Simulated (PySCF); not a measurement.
Ions at one geometry of [La(H2CO)]3+

PySCF 2.14.0, RKS PBE0, La def2-SVP with ECP46, O def2-SVP, C def2-SVP, H def2-SVP; non-relativistic Hamiltonian with scalar-relativistic core potentials where named; density fitting; no spin-orbit coupling; singlets restricted, open shells unrestricted. The geometry is relaxed for charge +3, singlet, vacuum:

```xyz
5

La    0.0000    0.0000   -0.3113
O     0.0000    0.0000    1.9199
C     0.0000    0.0000    3.1806
H     0.9680    0.0000    3.7280
H    -0.9680    0.0000    3.7280
```

Energies count from the relaxed state; an electron taken off or put on is at rest in vacuum. Charges and spins are Mulliken's.

```
                     state  energy (eV)  spin squared  charge on La1 (e)  spin on La1 (e)  dipole about the centre of mass (D)
charge +3, singlet, vacuum         0.00          0.00               2.48             0.00                                 3.36
charge +2, doublet, vacuum       -16.49          0.75               1.64             1.01                                 3.39
```

Problem. What does the state charge +4, doublet, vacuum give?

Solution. energy (eV) 27.03, spin squared 0.76, charge on La1 (e) 2.77, spin on La1 (e) 0.01, dipole about the centre of mass (D) 12.59.

With an electron taken off (doublet) the charges change, summed by element, by La +0.28 e, O +0.26 e, C +0.16 e, H +0.29 e. The vertical ionisation energy is 27.03 eV, against −ε(HOMO) = 24.39 eV of the relaxed state. The level lies 2.6 eV too high, as is usual for semilocal functionals and global hybrids, which keep a self-interaction error.

With an electron put on (doublet) the charges change, summed by element, by La -0.84 e, O -0.01 e, C -0.05 e, H -0.10 e. The vertical electron affinity is 16.49 eV, against −ε(LUMO) = 18.86 eV of the relaxed state.

Open shells may have lower solutions than those found.
